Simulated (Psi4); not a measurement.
A run for Psi4: SAPT0/jun-cc-pV(D+d)Z on C2H7Cl (a complex).

```
memory 1800 MB

molecule dimer {
0 1
C    -0.02142497    0.03546985   -0.09519288
H     0.41186808    0.57223824    0.74711636
H    -1.10861543    0.07947840   -0.03701104
H     0.30772096    0.49173539   -1.02770916
H     0.30161639   -1.00491867   -0.07010765
--
0 1
C    -0.82271389   -0.58665181    3.41838988
Cl    0.43476121    0.63558920    3.80025670
H    -1.14112637   -1.04863459    4.34782956
H    -1.65394489   -0.08126289    2.93669682
H    -0.38919707   -1.32452192    2.75085591
units angstrom
symmetry c1
no_reorient
no_com
}

set {
  basis jun-cc-pV(D+d)Z
  scf_type df
  freeze_core true
}

energy('sapt0')
```

Program output:

```
[...]
==> Input File <==

--------------------------------------------------------------------------
memory 1800 MB

molecule dimer {
0 1
C    -0.02142497    0.03546985   -0.09519288
H     0.41186808    0.57223824    0.74711636
H    -1.10861543    0.07947840   -0.03701104
H     0.30772096    0.49173539   -1.02770916
H     0.30161639   -1.00491867   -0.07010765
--
0 1
C    -0.82271389   -0.58665181    3.41838988
Cl    0.43476121    0.63558920    3.80025670
H    -1.14112637   -1.04863459    4.34782956
H    -1.65394489   -0.08126289    2.93669682
H    -0.38919707   -1.32452192    2.75085591
units angstrom
symmetry c1
no_reorient
no_com
}

set {
  basis jun-cc-pV(D+d)Z
  scf_type df
  freeze_core true
}

energy('sapt0')
--------------------------------------------------------------------------


   => Loading Basis Set <=

    Name: JUN-CC-PV(D+D)Z
    Role: ORBITAL
    Keyword: BASIS
    atoms 1, 6      entry C          line   188 file jun-cc-pv_dpd_z.gbs
    atoms 2-5, 8-10 entry H          line    60 file jun-cc-pv_dpd_z.gbs
    atoms 7         entry CL         line   764 file jun-cc-pv_dpd_z.gbs

   => Loading Basis Set <=

    Name: JUN-CC-PV(D+D)Z
    Role: ORBITAL
    Keyword: BASIS
    atoms 1, 6      entry C          line   188 file jun-cc-pv_dpd_z.gbs
    atoms 2-5, 8-10 entry H          line    60 file jun-cc-pv_dpd_z.gbs
    atoms 7         entry CL         line   764 file jun-cc-pv_dpd_z.gbs


  //>>>>>>>>>>>>>>>>>>>>>>>>>>>>>>>>>>>//
  //              Dimer HF             //
  //<<<<<<<<<<<<<<<<<<<<<<<<<<<<<<<<<<<//

   => Libint2 <=

    Primary   basis highest AM E, G, H:  7, 6, 3
    Auxiliary basis highest AM E, G, H:  7, 7, 4
    Onebody   basis highest AM E, G, H:  -, -, -
    Solid Harmonics ordering:            Gaussian


   => Loading Basis Set <=

    Name: JUN-CC-PV(D+D)Z
    Role: ORBITAL
    Keyword: BASIS
    atoms 1, 6      entry C          line   188 file jun-cc-pv_dpd_z.gbs
    atoms 2-5, 8-10 entry H          line    60 file jun-cc-pv_dpd_z.gbs
    atoms 7         entry CL         line   764 file jun-cc-pv_dpd_z.gbs


         ---------------------------------------------------------
                                   SCF
               by Justin Turney, Rob Parrish, Andy Simmonett
                          and Daniel G. A. Smith
                              RHF Reference
                        1 Threads,   1716 MiB Core
         ---------------------------------------------------------

  ==> Geometry <==

    Molecular point group: c1
    Full point group: C1

    Geometry (in Angstrom), charge = 0, multiplicity = 1:

       Center              X                  Y                   Z               Mass
    ------------   -----------------  -----------------  -----------------  -----------------
         C           -0.021424970000     0.035469850000    -0.095192880000    12.000000000000
         H            0.411868080000     0.572238240000     0.747116360000     1.007825032230
         H           -1.108615430000     0.079478400000    -0.037011040000     1.007825032230
         H            0.307720960000     0.491735390000    -1.027709160000     1.007825032230
         H            0.301616390000    -1.004918670000    -0.070107650000     1.007825032230
         C           -0.822713890000    -0.586651810000     3.418389880000    12.000000000000
         CL           0.434761210000     0.635589200000     3.800256700000    34.968852682000
         H           -1.141126370000    -1.048634590000     4.347829560000     1.007825032230
         H           -1.653944890000    -0.081262890000     2.936696820000     1.007825032230
         H           -0.389197070000    -1.324521920000     2.750855910000     1.007825032230

  Running in c1 symmetry.

  Rotational constants: A =      0.43283  B =      0.02443  C =      0.02333 [cm^-1]
  Rotational constants: A =  12975.81566  B =    732.49221  C =    699.54997 [MHz]
  Nuclear repulsion =  100.224916496913892

  Charge       = 0
  Multiplicity = 1
  Electrons    = 36
  Nalpha       = 18
  Nbeta        = 18

  ==> Algorithm <==

  SCF Algorithm Type is DF.
  DIIS enabled.
  MOM disabled.
  Fractional occupation disabled.
  Guess Type is SAD.
  Energy threshold   = 1.00e-08
  Density threshold  = 1.00e-08
  Integral threshold = 1.00e-12

  ==> Primary Basis <==

  Basis Set: JUN-CC-PV(D+D)Z
    Blend: JUN-CC-PV(D+D)Z
    Number of shells: 48
    Number of basis functions: 98
    Number of Cartesian functions: 102
    Spherical Harmonics?: true
    Max angular momentum: 2

   => Loading Basis Set <=

    Name: (JUN-CC-PV(D+D)Z AUX)
    Role: JKFIT
    Keyword: DF_BASIS_SCF
    atoms 1, 6      entry C          line   146 file jun-cc-pvdz-jkfit.gbs
    atoms 2-5, 8-10 entry H          line    70 file jun-cc-pvdz-jkfit.gbs
    atoms 7         entry CL         line   746 file jun-cc-pvdz-jkfit.gbs

  ==> Integral Setup <==

  DFHelper Memory: AOs need 0.034 GiB; user supplied 1.257 GiB.
  SCF_SUBTYPE=INCORE selected. In-core MEM_DF algorith
[...]
    5.049740
      92A      5.054739    93A      5.796359    94A      5.801697
      95A      5.858385    96A      5.864658    97A      6.025695
      98A     18.432975

    Final Occupation by Irrep:
              A
    DOCC [    13 ]
    NA   [    13 ]
    NB   [    13 ]

  @DF-RHF Final Energy:  -499.12246480669404

   => Energetics <=

    Nuclear Repulsion Energy =             51.1220631589294854
    One-Electron Energy =                -789.6507211146026748
    Two-Electron Energy =                 239.4061931489791846
    Total Energy =                       -499.1224648066940404

Computation Completed


Properties will be evaluated at   0.000000,   0.000000,   0.000000 [a0]

Properties computed using the SCF density matrix


 Multipole Moments:

 ------------------------------------------------------------------------------------
     Multipole            Electronic (a.u.)      Nuclear  (a.u.)        Total (a.u.)
 ------------------------------------------------------------------------------------

 L = 1.  Multiply by 2.5417464519 to convert [e a0] to [Debye]
 Dipole X            :          0.7467298           -1.3787652           -0.6320353
 Dipole Y            :         -9.7432230            9.1286738           -0.6145492
 Dipole Z            :       -179.9992348          179.8076024           -0.1916325
 Magnitude           :                                                    0.9021432

 ------------------------------------------------------------------------------------

  Constructing Basis Sets for SAPT...

   => Loading Basis Set <=

    Name: (JUN-CC-PV(D+D)Z AUX)
    Role: RIFIT
    Keyword: DF_BASIS_SAPT
    atoms 1, 6      entry C          line   100 file jun-cc-pvdz-ri.gbs
    atoms 2-5, 8-10 entry H          line    30 file jun-cc-pvdz-ri.gbs
    atoms 7         entry CL         line   544 file jun-cc-pvdz-ri.gbs

   => Loading Basis Set <=

    Name: (JUN-CC-PV(D+D)Z AUX)
    Role: JKFIT
    Keyword: DF_BASIS_ELST
    atoms 1, 6      entry C          line   146 file jun-cc-pvdz-jkfit.gbs
    atoms 2-5, 8-10 entry H          line    70 file jun-cc-pvdz-jkfit.gbs
    atoms 7         entry CL         line   746 file jun-cc-pvdz-jkfit.gbs


  //>>>>>>>>>>>>>>>>>>>>>>>>>>>>>>>>>>>//
  //               SAPT0               //
  //<<<<<<<<<<<<<<<<<<<<<<<<<<<<<<<<<<<//



        SAPT0
    Ed Hohenstein
     6 June 2009

      Orbital Information
  --------------------------
    NSO        =        98
    NMO        =        98
    NRI        =       313
    NRI (Elst) =       440
    NOCC A     =         5
    NOCC B     =        13
    FOCC A     =         1
    FOCC B     =         6
    NVIR A     =        93
    NVIR B     =        85

    Elst10,r            =    -0.001051547949 [Eh]
    Exch10              =     0.002266098128 [Eh]
    Exch10 (S^2)        =     0.002263014348 [Eh]

    Maxiter = 50
    CPHF R converge = 1.000000E-08

    Iter     Energy [mEh]          dE [mEh]         Residual      Time [s]
       1      -0.36111404       0.361114044     2.382737e-03             0
       2      -0.42945225       0.068338205     3.720131e-04             0
       3      -0.42904408      -0.000408171     8.377918e-05             0
       4      -0.42852573      -0.000518349     1.981067e-05             0
       5      -0.42855217       0.000026440     4.428858e-06             0
       6      -0.42858581       0.000033638     6.146643e-07             0
       7      -0.42858190      -0.000003910     8.180267e-08             0
       8      -0.42858222       0.000000325     1.090858e-08             0
       9      -0.42858219      -0.000000028     1.462377e-09             0

    CHF Iterations converged

    Maxiter = 50
    CPHF R converge = 1.000000E-08

    Iter     Energy [mEh]          dE [mEh]         Residual      Time [s]
       1      -0.10459861       0.104598614     1.301341e-03             0
       2      -0.12636711       0.021768501     2.948245e-04             0
       3      -0.12639603       0.000028914     1.029686e-04             0
       4      -0.12594403      -0.000451999     2.278422e-05             1
       5      -0.12597742       0.000033386     7.426607e-06             1
       6      -0.12599448       0.000017061     1.508620e-06             1
       7      -0.12599069      -0.000003785     4.287032e-07             1
       8      -0.12599081       0.000000118     1.264043e-07             1
       9      -0.12599095       0.000000142     2.663092e-08             1
      10      -0.12599093      -0.000000025     6.971799e-09             1

    CHF Iterations converged

    Ind20,r (A<-B)      =    -0.000428582193 [Eh]
    Ind20,r (B<-A)      =    -0.000125990928 [Eh]
    Ind20,r             =    -0.000554573121 [Eh]
    Exch-Ind20,r (A<-B) =     0.000334300939 [Eh]
    Exch-Ind20,r (B<-A) =     0.000097449276 [Eh]
    Exch-Ind20,r        =     0.000431750215 [Eh]
    Disp20              =    -0.001794046382 [Eh]
    Disp20 (SS)         =    -0.000897023191 [Eh]
    Disp20 (OS)         =    -0.000897023191 [Eh]
    Exch-Disp20         =     0.000152253964 [Eh]
    Exch-Disp20 (SS)    =     0.000082335281 [Eh]
    Exch-Disp20 (OS)    =     0.000069918683 [Eh]

    SAPT Results
  --------------------------------------------------------------------------------------------------------
    Electrostatics                 -1.05154795 [mEh]      -0.65985630 [kcal/mol]      -2.76083876 [kJ/mol]
      Elst10,r                     -1.05154795 [mEh]      -0.65985630 [kcal/mol]      -2.76083876 [kJ/mol]

    Exchange                        2.26609813 [mEh]       1.42199804 [kcal/mol]       5.94963982 [kJ/mol]
      Exch10                        2.26609813 [mEh]       1.42199804 [kcal/mol]       5.94963982 [kJ/mol]
      Exch10(S^2)                   2.26301435 [mEh]       1.42006294 [kcal/mol]       5.94154335 [kJ/mol]

    Induction                      -0.26333397 [mEh]      -0.16524456 [kcal/mol]      -0.69138325 [kJ/mol]
      Ind20,r                      -0.55457312 [mEh]      -0.34799989 [kcal/mol]      -1.45603153 [kJ/mol]
      Exch-Ind20,r                  0.43175021 [mEh]       0.27092735 [kcal/mol]       1.13356003 [kJ/mol]
      delta HF,r (2)               -0.14051107 [mEh]      -0.08817202 [kcal/mol]      -0.36891175 [kJ/mol]

    Dispersion                     -1.64179242 [mEh]      -1.03024030 [kcal/mol]      -4.31052540 [kJ/mol]
      Disp20                       -1.79404638 [mEh]      -1.12578110 [kcal/mol]      -4.71026813 [kJ/mol]
      Exch-Disp20                   0.15225396 [mEh]       0.09554081 [kcal/mol]       0.39974273 [kJ/mol]
      Disp20 (SS)                  -0.89702319 [mEh]      -0.56289055 [kcal/mol]      -2.35513406 [kJ/mol]
      Disp20 (OS)                  -0.89702319 [mEh]      -0.56289055 [kcal/mol]      -2.35513406 [kJ/mol]
      Exch-Disp20 (SS)              0.08233528 [mEh]       0.05166617 [kcal/mol]       0.21617125 [kJ/mol]
      Exch-Disp20 (OS)              0.06991868 [mEh]       0.04387464 [kcal/mol]       0.18357148 [kJ/mol]

  Total HF                          0.95121621 [mEh]       0.59689718 [kcal/mol]       2.49741781 [kJ/mol]
  Total SAPT0                      -0.69057621 [mEh]      -0.43334311 [kcal/mol]      -1.81310759 [kJ/mol]

  Special recipe for scaled SAPT0 (see Manual):
    Electrostatics sSAPT0          -1.05154795 [mEh]      -0.65985630 [kcal/mol]      -2.76083876 [kJ/mol]
    Exchange sSAPT0                 2.26609813 [mEh]       1.42199804 [kcal/mol]       5.94963982 [kJ/mol]
    Induction sSAPT0               -0.26156654 [mEh]      -0.16413548 [kcal/mol]      -0.68674287 [kJ/mol]
    Dispersion sSAPT0              -1.64116915 [mEh]      -1.02984919 [kcal/mol]      -4.30888900 [kJ/mol]
  Total sSAPT0                     -0.68818551 [mEh]      -0.43184293 [kcal/mol]      -1.80683081 [kJ/mol]
  --------------------------------------------------------------------------------------------------------



*** Psi4 exiting successfully. Buy a developer a beer!
```

The run finished.

Cost: roughly 5 core-seconds.
